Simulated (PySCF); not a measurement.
An unknown shows these calculated signals:

¹H NMR (600 MHz, computed): δ 7.18 (d, 1H), 4.95 (br, 1H), 4.43 (br, 1H), 3.89 (d, 3H), 2.87 (m, 1H), 2.43 (m, 1H), 2.31 (m, 1H).

¹³C{¹H} NMR (computed): δ 162.5 (C), 157.9 (CH), 143.7 (C), 33.6 (CH2), 25.5 (CH).

- NMR shieldings at PBE0/pcSseg-1/GIAO
- geometry from GFN2-xTB
- code: PySCF 2.14
- one averaged value for each set of equivalent atoms, isolated molecule, non-relativistic Hamiltonian, one conformer

References, each an isolated molecule treated in the same way: ¹H, ¹³C vs TMS.

Which of these does the molecule contain: a non-aromatic C=C double bond, an NH or NH2 group, a CH3CH2 unit, a Si–H bond, a (CH3)2CH unit, a heteroaromatic ring?

## Answers


- A non-aromatic C=C double bond: yes.
- An NH or NH2 group: yes (δH 4.43 (br), 4.95 (br)).
- A CH3CH2 unit: no.
- A Si–H bond: yes (δH 3.89 (d)).
- A (CH3)2CH unit: no.
- A heteroaromatic ring: no.

The data belong to SMILES NC(=O)C1=C[C@@H]([SiH3])C1, C5H9NOSi; they needn't prove each group on their own.

Carbon signals by region: 1 in the far downfield region (above 160 ppm), 2 in the sp2 and nitrile region (100–160 ppm), 2 below 50 ppm. Above 160 ppm: 162.5, amide carbonyl carbon.

Exchangeable OH/NH protons stand at their gas-phase positions; hydrogen bonding in a real sample shifts them, mostly to higher δ. The two substituents on the amide-type nitrogen aren't averaged: C–N rotation is slow on the NMR time scale. Shifts are as computed. Against solution values, carbons near 30 ppm lie about +3 ppm off and those near 130 ppm about +5 ppm. Of 1309 compounds with measured shifts, 239 miss one by over three times the rms of a fit or turn the order of signals round; such compounds aren't used in these exercises. Hydrogen bonding in solution deshields acid and N–H amide carbonyl carbons by as much as 10 ppm beyond these values. No couplings were computed; multiplicities are counted from neighbouring protons, with m where these are inequivalent, close in shift, in a saturated or five-membered ring or joined by F or P, and br s for small geminal =CH2 splittings.
